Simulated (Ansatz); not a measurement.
Two shapes of doublet SiF4(+).

Shape 1:

```xyz
5

Si   -0.0008   -0.0151    0.0035
F     1.1150    0.9435   -0.5430
F     0.4604   -0.6275    1.3727
F    -0.2496   -1.1702   -1.0292
F    -1.3291    0.7937    0.2131
```

Shape 2:

```xyz
5

Si    0.0000    0.0000    0.0000
F    -0.8257    0.5570    1.2346
F    -0.7694    0.3365   -1.3457
F     0.1615   -1.5720    0.1378
F     1.4336    0.6785   -0.0267
```

Basis set: def2-SVP (spherical functions). Charge 1, multiplicity 2.

Computed with Ansatz (development build ahead of 0.2.0); each method stands on the lowest determinant of its kind that the runs found.

**Question.** Which shape is lower in energy, and by how much in each method?

**Answer.**

| method | E(2) − E(1) (eV) |
| --- | --- |
| UHF | -0.041 |
| PBE0 (unrestricted) | -0.057 |

Shape 2 is lower. Caution for UHF: the determinant breaks the point group.
